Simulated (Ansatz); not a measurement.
Cost and result for the atomization energy of `F[C](F)(F)[Sn]([F])([F])[C](F)(F)F` (11 atoms, 10 bonds).

Cartesian coordinates in Å:
```
F -0.830 -1.428 -1.953
C -1.475 -0.914 -0.903
F -2.640 -0.434 -1.325
F -1.718 -1.906 -0.043
Sn -0.262 0.662 0.056
F -0.083 2.083 -1.192
F -1.287 1.383 1.483
C 1.751 0.215 0.844
F 2.547 -0.234 -0.129
F 1.686 -0.726 1.789
F 2.311 1.298 1.374
```

Total charge 0; spin multiplicity 1. Correlated methods include outer-core shells of Sn, which these sets cover unevenly. Sn: def2 effective core potential. The structure was optimised at the PBE0-D4/def2-TZVP level. Program: Ansatz. All runs use 4 threads of an AMD EPYC 7R13 on a shared host and a share of an NVIDIA H100 80 GB. Times are those of one run each, without the atoms' runs, and a repeat can differ threefold. Electronic energies, without spin–orbit coupling; frozen cores. CCSD(T)/CBS adds CCSD(T) − MP2 in def2-TZVPP to the MP2 limit, and its time is that of the two runs behind it. T1 = 0.014. With those shells the extrapolation isn't a true limit. B3LYP takes the VWN-RPA correlation (the form of Gaussian; ORCA's B3LYP/G). HSE06 is the plane-wave form, built on full-range PBE exchange.

CCSD(T)/CBS is a level of theory with its own doubt, some kJ/mol a heavy atom from the limit and from the frozen cores, so smaller differences don't rank the functionals.

| level | functions | wall time | atomization (kJ/mol) | difference from CCSD(T)/CBS | per bond |
| --- | --- | --- | --- | --- | --- |
| PBE-D4/def2-TZVPP (with forces) | 360 | 6 s | 4445.6 | 245.3 | 24.5 |
| HSE06-D4/def2-TZVPP | 360 | 13 s | 4199.0 | -1.3 | -0.1 |
| B97M-V/def2-TZVPP | 360 | 13 s | 4207.5 | 7.2 | 0.7 |
| r2SCAN-D4/def2-TZVPP (with forces) | 360 | 13 s | 4237.7 | 37.4 | 3.7 |
| CAM-B3LYP-D4/def2-TZVPP | 360 | 14 s | 4212.7 | 12.4 | 1.2 |
| MP2/def2-QZVPP | 652 | 15 s | 4387.8 | 187.5 | 18.8 |
| CCSD(T)/def2-SVP | 166 | 15 s | 3893.7 | -306.6 | -30.7 |
| B3LYP-D4/def2-TZVPP (with forces) | 360 | 16 s | 4134.8 | -65.5 | -6.6 |
| B2PLYP/def2-TZVPP | 360 | 16 s | 4114.7 | -85.6 | -8.6 |
| RPA@PBE/def2-TZVPP | 360 | 16 s | 3662.0 | -538.3 | -53.8 |
| ωB97X-V/def2-TZVPP | 360 | 18 s | 4222.5 | 22.2 | 2.2 |
| CCSD(T)/def2-TZVPP | 360 | 50 s | 4041.7 | -158.6 | -15.9 |
| CCSD(T)/CBS(def2) | – | 65 s | 4200.3 | 0.0 | 0.0 |

From PBE to PBE0 (25 % exact exchange), in def2-TZVPP and without D4, the atomization energy moves by −247.7 kJ/mol: exact exchange takes away binding that semilocal exchange gives to molecules. The D4 term adds +45.0 kJ/mol with B3LYP and +24.0 kJ/mol with PBE0; it sums over pairs of atoms, weighted by their polarisabilities, and B3LYP, whose exchange is more repulsive, gets the larger term. Leaving LDA and LC-ωPBE aside and taking each functional with its dispersion term where it has one, the values, not all of them listed here, spread over 612.4 kJ/mol, from BHLYP-D4 to PBE-D4. LDA lies +830.9 kJ/mol from PBE without D4, its usual overbinding.

Spin–orbit coupling would lower the free Sn atoms strongly, and the atomization energy with them, by more than many differences here. For some Ge, Se and Sn compounds the MP2-based and the directly extrapolated limit differ by 10 to 25 kJ/mol.
